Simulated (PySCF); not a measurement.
C2H5N, SMILES C=NC. Atoms are numbered in the order given.

```xyz
8

C      0.1335     1.1380     0.0000
N     -0.5319    -0.1378     0.0000
C      0.1804    -1.1734     0.0000
H     -0.1866     1.7067    -0.8771
H     -0.1866     1.7067     0.8771
H      1.2310     1.0642     0.0000
H      1.2800    -1.1487     0.0000
H     -0.2986    -2.1520     0.0000
```
Charge 0, spin multiplicity 1.

Coordinates come from a PBE0-D3(BJ)/def2-TZVP optimisation.

Two levels are set side by side: PBE/pcJ-1 (PySCF) and PBE0/pcJ-1 (PySCF). One-bond couplings, all four terms, same geometry. Isotopes: 13C, 14N, 1H. Differences are taken from unrounded values.

```csv
quantity,PBE0
"¹J(C1,N2) (Hz)",-2.9
"¹J(N2,C3) (Hz)",4.8
"¹J(C1,H4) (Hz)",134.2
"¹J(C1,H5) (Hz)",134.2
"¹J(C1,H6) (Hz)",124.6
"¹J(C3,H7) (Hz)",150.3
"¹J(C3,H8) (Hz)",177.6
```

### Question
What does PBE give, and how far is it from PBE0? (The exact figures need the calculation; the answer reports its results.)

### Answer

| quantity | PBE | PBE minus PBE0 |
|---|---|---|
| ¹J(C1,N2) (Hz) | -5.1 | -2.2 |
| ¹J(N2,C3) (Hz) | 1.7 | -3.1 |
| ¹J(C1,H4) (Hz) | 129.9 | -4.3 |
| ¹J(C1,H5) (Hz) | 129.9 | -4.3 |
| ¹J(C1,H6) (Hz) | 119.7 | -4.9 |
| ¹J(C3,H7) (Hz) | 143.7 | -6.6 |
| ¹J(C3,H8) (Hz) | 172.8 | -4.8 |

Rough cost on one machine, each run with all the roots and properties that it gave: PBE0 against PBE about 2 times.
